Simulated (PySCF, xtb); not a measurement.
ScF2, SMILES [Sc]([F])[F] (connectivity only; charge and spin as stated), neutral, multiplicity 2.

Harmonic wavenumbers (cm⁻¹) from GFN2-xTB (xtb) at its own minimum, in rising order: 138, 402, 432.

What does PBE-D3(BJ)/def2-TZVP in PySCF give at its own minimum? (The exact figures need the calculation; the answer reports its results.)

151, 658, 698. Paired by order, the mean absolute difference is 178 cm⁻¹ and the zero-point energies are 1.4 and 2.2 kcal/mol.
